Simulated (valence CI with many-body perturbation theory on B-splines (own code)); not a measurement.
# E1 line list for Gd59+

Calculated by relativistic CI+MBPT: three valence electrons over a frozen Dirac-Fock core [He], a basis of 11 s, 11 p, 10 d, 8 f, 5 g, 2 h functions for each j, with the one-electron correlation potential Σ1 (screened to all orders), the two-electron term Σ2, the three-electron term Σ3, Breit, model QED; selected single and double excitations, second order for the rest, scaled by the run's own slope (own B-spline code, finite nucleus).

The last digits are not significant, and no measured levels were compared; by estimate large intervals hold to a few tenths of a per cent, small ones and those within an open d or f shell to about a per cent.

Lines 1 to 50 of 575 in falling wavelength, among levels below 88804 × 10³ cm⁻¹, chosen from the strongest by gf and those to the six lowest levels. Wavelengths and rates use the calculated energies. Electric multipoles are in the length gauge, E1 and E2 with the static RPA response of the core. Weak lines are less certain than strong ones. Lines between different terms over intervals too small for the method are left out, as are lines whose strength nearly cancels. The highest levels of a list are the least certain.

Levels are named by their leading jj configuration (3d3/2^4 stands for four electrons in 3d with j = 3/2), which in mixed levels can hold well under half, so a name can repeat and another be missing. Letters in brackets count levels of one name in rising energy.

```
λ vac (Å)                          Upper                          Lower   A (s⁻¹)  S (a.u.) with core polarisation  S without
    637.2          (2p1/2^2 4f7/2) J=7/2          (2p1/2^2 4d5/2) J=5/2  2.35e+08                         2.40e-01   2.40e-01
    614.1         (2s 2p1/2 4f7/2) J=5/2         (2s 2p1/2 4d5/2) J=3/2  2.32e+08                         1.59e-01   1.59e-01
    603.8     (2s 2p1/2 4f7/2) J=7/2 [a]     (2s 2p1/2 4d5/2) J=5/2 [a]  1.86e+08                         1.62e-01   1.62e-01
    600.3     (2s 2p1/2 4f7/2) J=7/2 [b]     (2s 2p1/2 4d5/2) J=5/2 [b]  2.55e+08                         2.18e-01   2.18e-01
    545.1         (2s 2p1/2 4f7/2) J=9/2         (2s 2p1/2 4d5/2) J=7/2  3.72e+08                         2.97e-01   2.97e-01
    515.5             (2s^2 4f7/2) J=7/2             (2s^2 4d5/2) J=5/2  4.38e+08                         2.37e-01   2.37e-01
    348.3     (2s 2p1/2 4f5/2) J=5/2 [b]     (2s 2p1/2 4d3/2) J=3/2 [b]  1.07e+09                         1.34e-01   1.34e-01
    336.4          (2p1/2^2 4f5/2) J=5/2          (2p1/2^2 4d3/2) J=3/2  1.49e+09                         1.68e-01   1.68e-01
    324.3             (2s^2 4f5/2) J=5/2             (2s^2 4d3/2) J=3/2  1.63e+09                         1.65e-01   1.65e-01
    323.0     (2s 2p1/2 4f5/2) J=5/2 [a]     (2s 2p1/2 4d3/2) J=3/2 [a]  1.63e+09                         1.63e-01   1.63e-01
    302.9         (2s 2p1/2 4f5/2) J=7/2         (2s 2p1/2 4d3/2) J=5/2  1.38e+09                         1.51e-01   1.51e-01
    288.9         (2s 2p1/2 4d3/2) J=5/2     (2s 2p1/2 4p3/2) J=3/2 [a]  1.11e+09                         7.92e-02   7.92e-02
    273.7         (2s 2p1/2 4d5/2) J=7/2         (2s 2p1/2 4p3/2) J=5/2  4.62e+09                         3.74e-01   3.74e-01
    269.8          (2p1/2^2 4d5/2) J=5/2          (2p1/2^2 4p3/2) J=3/2  4.93e+09                         2.87e-01   2.87e-01
    261.7     (2s 2p1/2 4d5/2) J=5/2 [b]     (2s 2p1/2 4p3/2) J=3/2 [b]  4.56e+09                         2.42e-01   2.42e-01
    260.6             (2s^2 4d5/2) J=5/2             (2s^2 4p3/2) J=3/2  5.20e+09                         2.72e-01   2.72e-01
    260.0     (2s 2p1/2 4d5/2) J=5/2 [a]     (2s 2p1/2 4p3/2) J=3/2 [a]  3.85e+09                         2.00e-01   2.00e-01
    251.7         (2s 2p1/2 4d5/2) J=3/2         (2s 2p1/2 4p3/2) J=1/2  4.54e+09                         1.43e-01   1.43e-01
    157.0     (2s 2p3/2 3p1/2) J=3/2 [a]            (2s 2p3/2 3s) J=5/2  5.19e+09                         3.97e-02   3.97e-02
    152.6         (2s 2p3/2 3p1/2) J=5/2            (2s 2p3/2 3s) J=5/2  3.62e+09                         3.81e-02   3.81e-02
    121.7      (2p3/2^2 3d5/2) J=5/2 [a]      (2p3/2^2 3p3/2) J=3/2 [a]  7.60e+09                         4.06e-02   4.06e-02
    115.4         (2s 2p3/2 3d5/2) J=9/2         (2s 2p3/2 3p3/2) J=7/2  1.39e+10                         1.05e-01   1.05e-01
    114.8      (2p1/2 2p3/2 3d5/2) J=9/2      (2p1/2 2p3/2 3p3/2) J=7/2  1.61e+10                         1.20e-01   1.21e-01
    114.2     (2s 2p1/2 4d3/2) J=3/2 [b]     (2s 2p1/2 4p1/2) J=1/2 [b]  2.86e+10                         8.40e-02   8.40e-02
    114.1  (2p1/2 2p3/2 3d5/2) J=7/2 [b]  (2p1/2 2p3/2 3p3/2) J=5/2 [b]  1.33e+10                         7.83e-02   7.83e-02
    114.0  (2p1/2 2p3/2 3d5/2) J=7/2 [a]  (2p1/2 2p3/2 3p3/2) J=5/2 [a]  1.47e+10                         8.60e-02   8.60e-02
    114.0     (2s 2p3/2 3d5/2) J=7/2 [a]     (2s 2p3/2 3p3/2) J=5/2 [a]  1.08e+10                         6.31e-02   6.31e-02
    113.8         (2s 2p1/2 3d5/2) J=7/2         (2s 2p1/2 3p3/2) J=5/2  1.51e+10                         8.82e-02   8.82e-02
    113.8          (2p3/2^2 3d5/2) J=7/2          (2p3/2^2 3p3/2) J=5/2  1.19e+10                         6.96e-02   6.96e-02
    113.6     (2s 2p3/2 3d5/2) J=5/2 [b]     (2s 2p3/2 3p3/2) J=3/2 [b]  1.02e+10                         4.43e-02   4.43e-02
    113.5     (2s 2p3/2 3d5/2) J=7/2 [b]     (2s 2p3/2 3p3/2) J=5/2 [b]  1.19e+10                         6.86e-02   6.86e-02
    113.2         (2s 2p1/2 4d3/2) J=1/2     (2s 2p1/2 4p1/2) J=1/2 [b]  4.55e+10                         6.51e-02   6.51e-02
    113.0          (2p3/2^2 3d5/2) J=9/2          (2p3/2^2 3p3/2) J=7/2  1.56e+10                         1.11e-01   1.11e-01
    112.2          (2p1/2^2 3d5/2) J=5/2          (2p1/2^2 3p3/2) J=3/2  1.71e+10                         7.15e-02   7.15e-02
    111.5      (2p3/2^2 3d5/2) J=5/2 [b]      (2p3/2^2 3p3/2) J=3/2 [b]  1.54e+10                         6.32e-02   6.33e-02
    111.0             (2s^2 3d5/2) J=5/2             (2s^2 3p3/2) J=3/2  1.32e+10                         5.33e-02   5.33e-02
    110.9         (2s 2p1/2 4d3/2) J=5/2         (2s 2p1/2 4p1/2) J=3/2  4.14e+10                         1.67e-01   1.67e-01
    110.5     (2s 2p1/2 3d5/2) J=5/2 [a]     (2s 2p1/2 3p3/2) J=3/2 [a]  1.54e+10                         6.14e-02   6.14e-02
    110.3          (2p1/2^2 4d3/2) J=3/2          (2p1/2^2 4p1/2) J=1/2  5.95e+10                         1.58e-01   1.58e-01
    109.8  (2p1/2 2p3/2 3d5/2) J=5/2 [b]  (2p1/2 2p3/2 3p3/2) J=3/2 [b]  1.04e+10                         4.08e-02   4.08e-02
    109.7             (2s^2 4d3/2) J=3/2             (2s^2 4p1/2) J=1/2  5.70e+10                         1.49e-01   1.49e-01
    109.7     (2s 2p1/2 4d3/2) J=3/2 [a]     (2s 2p1/2 4p1/2) J=1/2 [a]  5.82e+10                         1.52e-01   1.52e-01
    106.9     (2s 2p3/2 3d5/2) J=5/2 [a]     (2s 2p3/2 3p3/2) J=3/2 [a]  8.75e+09                         3.17e-02   3.17e-02
    106.7         (2s 2p1/2 4p3/2) J=1/2        (2s 2p1/2 4s) J=1/2 [b]  6.46e+10                         7.73e-02   7.73e-02
    106.6  (2p1/2 2p3/2 3d5/2) J=5/2 [a]  (2p1/2 2p3/2 3p3/2) J=3/2 [a]  1.33e+10                         4.76e-02   4.76e-02
    106.4     (2s 2p1/2 4d5/2) J=5/2 [a]         (2s 2p1/2 4p1/2) J=3/2  1.74e+10                         6.22e-02   6.22e-02
    105.8     (2s 2p1/2 3d5/2) J=5/2 [b]     (2s 2p1/2 3p3/2) J=3/2 [b]  1.57e+10                         5.49e-02   5.49e-02
    105.5     (2s 2p1/2 4p3/2) J=3/2 [b]        (2s 2p1/2 4s) J=1/2 [b]  4.50e+10                         1.04e-01   1.04e-01
    105.2     (2s 2p1/2 4d3/2) J=3/2 [b]         (2s 2p1/2 4p1/2) J=3/2  2.92e+10                         6.72e-02   6.72e-02
    103.4          (2p1/2^2 4p3/2) J=3/2             (2p1/2^2 4s) J=1/2  8.74e+10                         1.91e-01   1.91e-01
```
